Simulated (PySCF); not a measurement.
Si(F)(Me)(Et)(Vi), C5H11FSi, SMILES C=C[Si](C)(F)CC, singlet, GFN2-xTB optimised geometry.

```
18

C      0.71    -2.92     2.49
C     -0.12    -2.46     1.56
Si     0.42    -1.56     0.00
C     -0.12    -2.47    -1.57
F      2.05    -1.56     0.00
C     -0.09     0.28     0.00
C     -1.60     0.50     0.00
H      0.37    -3.43     3.38
H      1.78    -2.80     2.39
H     -1.18    -2.60     1.71
H      0.22    -1.95    -2.46
H      0.30    -3.48    -1.60
H     -1.20    -2.57    -1.63
H      0.34     0.77     0.87
H      0.34     0.77    -0.87
H     -2.05     0.05    -0.88
H     -1.84     1.56     0.00
H     -2.05     0.05     0.89
```

Density from PBE0/def2-SVP (PySCF) at that geometry.

Minimum of the electron density along straight lines between bonded atoms, close to the bond critical point (lines longer than 1.1 times the sum of covalent radii, or with two minima, are not listed):

| bond | length / Å | ρ at the minimum / e bohr⁻³ | ∇²ρ there / e bohr⁻⁵ | position (fraction from the first atom) |
|---|---|---|---|---|
| C1–C2 | 1.325 | 0.341 | -0.90 | 0.51 |
| C2–Si3 | 1.884 | 0.115 | 0.34 | 0.62 |
| Si3–C4 | 1.898 | 0.113 | [?] | 0.38 |
| Si3–F5 | 1.631 | 0.113 | 0.99 | 0.42 |
| Si3–C6 | 1.905 | 0.114 | 0.29 | 0.38 |
| C6–C7 | 1.526 | [?] | [?] | 0.50 |
| C1–H8 | 1.080 | 0.283 | -1.09 | 0.63 |
| C1–H9 | 1.077 | 0.286 | -1.11 | 0.64 |
| C2–H10 | 1.083 | 0.277 | -1.02 | 0.63 |
| C4–H11 | 1.086 | 0.271 | -0.97 | 0.62 |
| C4–H12 | 1.086 | 0.272 | -0.97 | 0.63 |
| C4–H13 | 1.085 | 0.271 | -0.96 | 0.62 |
| C6–H14 | 1.092 | 0.271 | -0.96 | 0.62 |
| C6–H15 | 1.092 | 0.271 | -0.95 | 0.62 |
| C7–H16 | 1.087 | 0.277 | -1.01 | 0.62 |
| C7–H17 | 1.089 | 0.276 | -1.01 | 0.62 |
| C7–H18 | 1.087 | 0.277 | -1.01 | 0.62 |

### Question
Fill in the missing entries.

### Answer

- Si3–C4, ∇²ρ there / e bohr⁻⁵: 0.32
- C6–C7, ρ at the minimum / e bohr⁻³: 0.238
- C6–C7, ∇²ρ there / e bohr⁻⁵: -0.52
